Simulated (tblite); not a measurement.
Isomers of C6H13O2P. Method: GFN2-xTB as coded in tblite; computed harmonic values from a numerical Hessian at the method's own geometry, unscaled. The method is semi-empirical: single wavenumbers can be off by several per cent or more. One conformer each.

Electronic energies: GFN2-xTB at the same geometries; isomer energies are rough at this level and their order can be wrong.

```tsv
SMILES	electronic energy, lowest = 0 (kcal/mol)
CO[C@@H]1C[P@](C)(=O)[C@H]1C	15.4
CCC[P@](C)(=O)C(C)=O	13.1
CCP1(=O)CCOCC1	0.0
CC(=O)[P@@](C)(=O)C(C)C	11.4
CO[C@@H]1CCC[P@]1(C)=O	2.2
```

How do GFN2-xTB zero-point energies change the relative energies?

```
                      SMILES  ZPE (kcal/mol)  of it from modes above 1550 cm⁻¹  electronic (kcal/mol)  with ZPE, lowest = 0 (kcal/mol)  lowest mode (cm⁻¹)  rings
              CCP1(=O)CCOCC1           115.5                              55.2                    0.0                              0.0                  61      1
      CO[C@@H]1CCC[P@]1(C)=O           114.7                              55.2                    2.2                              1.5                  47      1
     CC(=O)[P@@](C)(=O)C(C)C           112.5                              58.5                   11.4                              8.4                  30      0
        CCC[P@](C)(=O)C(C)=O           112.7                              58.4                   13.1                             10.3                  10      0
CO[C@@H]1C[P@](C)(=O)[C@H]1C           113.8                              55.4                   15.4                             13.7                  60      1
```

The zero-point energies span 3.0 kcal/mol, from `CC(=O)[P@@](C)(=O)C(C)C` to `CCP1(=O)CCOCC1`. The order is unchanged.

What do entropy and thermal enthalpy add at 298.15 K and 1 bar (rigid rotor, harmonic oscillator, one conformer each)?

```csv
SMILES,point group,symmetry number,S (cal/(mol K)),H − H(0) (kcal/mol),ZPE + H − H(0) − TS (kcal/mol)
CCP1(=O)CCOCC1,C1,1,98.3,7.05,93.2
CO[C@@H]1CCC[P@]1(C)=O,C1,1,100.4,7.35,92.2
CC(=O)[P@@](C)(=O)C(C)C,C1,1,112.1,8.70,87.8
CO[C@@H]1C[P@](C)(=O)[C@H]1C,C1,1,103.3,7.74,90.8
```

Not tabulated: `CCC[P@](C)(=O)C(C)=O` (lowest mode only 10 cm⁻¹).
